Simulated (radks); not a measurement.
Results of a calculation; reference values are marked as such.
Problem. Coherent X-ray form factor from a spherical all-electron density. Code: a radial shooting solver on a logarithmic mesh with Libxc functionals. Model: Dirac Kohn-Sham, PBE, spin-unpolarised, spherical densities, finite nucleus; Fermi nuclear charge, rms radius of each element as measured or else 0.836 A^(1/3) + 0.57 fm.

sin(theta)/lambda (1/angstrom),f0 (electrons)
0.05,19.872
0.1,19.498
0.15,18.900
0.2,18.116
0.25,17.190
0.3,16.171
0.4,14.043
0.5,12.041
0.6,10.351
0.8,8.040
1,6.774
1.25,5.806
1.5,4.988
2,3.479

The species is in the configuration that NIST lists as its ground one. Which atom or ion scatters so?

Solution. The cobalt ion Co7+, [Ar] 3d2. Extrapolating in s^2 from the first two rows gives f0(0) = 20.0, near the electron count 20; among species with that count, the fall with angle is slower the higher Z, and the table is that of Z = 27; from so few rows the species is fixed only to a neighbour or two.
